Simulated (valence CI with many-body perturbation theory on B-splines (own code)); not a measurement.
**Ba LI: what the settings do**

Computed by valence CI with perturbative core correlation (CI+MBPT): four valence electrons over a frozen Dirac-Fock core [He], radial functions for each j: 6 s, 6 p, 5 d, 3 f, 1 g, with the one-electron correlation potential Σ1 (screened to all orders), the two-electron term Σ2, the three-electron term Σ3, Breit, model QED; selected single and double excitations, second order for the rest, scaled by the run's own slope (own B-spline code, finite nucleus).

No measured spectrum was set against this ion. As an estimate, large intervals hold to a few tenths of a per cent, small ones and those within an open d or f shell to about a per cent.

The reference run has the lowest level (2s^2 2p1/2^2) J=0 and an ionisation energy of 9739.76 eV. Its largest variational space holds 9995 state functions.

Levels are named by their leading jj configuration (3d3/2^4 stands for four electrons in 3d with j = 3/2), which in mixed levels can hold well under half, so a name can repeat and another be missing. Letters in brackets count levels of one name in rising energy.

Changed runs:
A. three-electron term on → off
B. scale of Σ1 1 → 0; scale of Σ2 1 → 0; three-electron term on → off; screening of Σ1 on → off
C. highest l in the core sums 6 → 4
D. scale of Σ1 1 → 0 (bad on purpose)

Excitation energies of the reference run in cm⁻¹, and shifts in cm⁻¹:

| Level | Reference | A | B | C | D |
| --- | --- | --- | --- | --- | --- |
| (2s^2 2p1/2 2p3/2) J=1 | 3168120 | -92 | -588 | +3.4 | -849 |
| (2s^2 2p1/2 2p3/2) J=2 | 3298080 | +132 | -622 | +3.4 | -853 |
| (2s 2p1/2^2 2p3/2) J=2 | 4749970 | +198 | +2707 | -13 | +1199 |
| (2s 2p1/2^2 2p3/2) J=1 | 5260490 | +816 | +4436 | -13 | +1200 |
| (2s^2 2p3/2^2) J=2 | 6573670 | +132 | -1410 | +6.5 | -1672 |
| (2s^2 2p3/2^2) J=0 | 6917100 | +541 | -1648 | +6.3 | -1677 |
| (2s 2p1/2 2p3/2^2) J=2 [a] | 7775950 | +95 | +1649 | -10 | +371 |
| (2s 2p1/2 2p3/2^2) J=3 | 8068240 | +380 | +2081 | -10 | +365 |
| (2s 2p1/2 2p3/2^2) J=0 | 8385180 | +564 | +1801 | -10 | +351 |
| (2s 2p1/2 2p3/2^2) J=1 [a] | 8511630 | +880 | +4146 | -10 | +361 |
| (2s 2p1/2 2p3/2^2) J=2 [b] | 8594360 | +970 | +4013 | -10 | +362 |
| (2s 2p1/2 2p3/2^2) J=1 [b] | 8621230 | +901 | +3260 | -10 | +361 |
| Ionisation energy (eV) | 9739.76 | +0.10 | -0.28 | +0.0022 | -0.42 |
